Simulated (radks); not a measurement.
Neutral neon inside a hard spherical wall (all orbitals vanish at R), configuration held at [Ne] and not refilled when levels cross. Method: non-relativistic Kohn-Sham, LDA (Slater exchange, VWN5 correlation), spin-polarised, spherical densities, point nucleus; computed with a radial shooting solver on a logarithmic mesh with Libxc functionals. Eigenvalues in eV for spin up, with the zero of energy where the potential of the charges vanishes at infinity; a dash marks a level that is unbound or too diffuse for the functional's potential to be trusted. A positive occupied level is held by the wall or, in an anion where self-interaction has pushed it up, behind a barrier. The pressure on the wall is -dE/dV.

R (bohr)  E (hartree)  kinetic (hartree)    e(1s)    e(2s)    e(2p)  e(3s, empty)  e(3p, empty)  pressure (GPa)
free       -128.23348            127.739  -824.66  -35.995  -13.552        -0.066             -               0
20         -128.23348            127.739  -824.66  -35.995  -13.552        -0.024         0.612        < 0.0001
15         -128.23348            127.739  -824.66  -35.995  -13.552         0.054         1.010        < 0.0001
12         -128.23348            127.739  -824.66  -35.995  -13.552         0.194         1.492        < 0.0001
6          -128.23324            127.741  -824.64  -35.974  -13.531         2.639         6.057          0.0318
4          -128.21902            127.844  -823.81  -35.394  -12.909        10.512        16.500            4.43
3          -128.10843            128.450  -820.13  -32.989  -10.207        27.321        35.164            73.1
2          -126.85706            133.463  -798.93  -18.949    5.619        98.639        103.34            2090
